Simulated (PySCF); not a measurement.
CH7SbSi.
Bonds: C1–Si2, Si2–Sb3. Hydrogens: H4, H5, H6 on C1; H7, H8 on Si2; H9, H10 on Sb3.

Computed, not measured: PySCF, PBE0-D3(BJ)/def2-SVP geometry optimisation, gas phase, def2 core potentials past Kr.

(1) List the bond lengths and angles at this level.

Answers

(1) 
| bond | length (pm) | order |
| --- | --- | --- |
| C1–Si2 | 188.4 | single |
| Si2–Sb3 | 258.7 | single |
| C1–H4, C1–H5, C1–H6 | 110.1 | single |
| Si2–H7, Si2–H8 | 149.7 | single |
| Sb3–H9, Sb3–H10 | 171.7 | single |

Bonds in one row agree within 1 pm and their mean is given. Orders are formal, as drawn. A selection of angles:
| angle | degrees |
| --- | --- |
| Si2–C1–H4 | 110.6 |
| H4–C1–H5 | 108.2 |
| C1–Si2–Sb3 | 109.8 |
| C1–Si2–H7 | 110.3 |
| Sb3–Si2–H7 | 110.8 |
| Sb3–Si2–H8 | 107.7 |
| H7–Si2–H8 | 107.9 |
| Si2–Sb3–H9 | 90.3 |
| Si2–Sb3–H10 | 91.1 |
| H9–Sb3–H10 | 91.3 |

Si2 (SiH2 silicon) is tetrahedral (angles from 107.7° to 110.8°). Sb3 (antimony bonded to Si and 2 H) is pyramidal (angles 91.3°, 91.1° and 90.3°, sum 272.7°, 1.08 Å off the plane of its three neighbours).

Stationary, but not proved a minimum. The numbers are those of one conformer (C1–Si2–Sb3–H 72° and 164°).
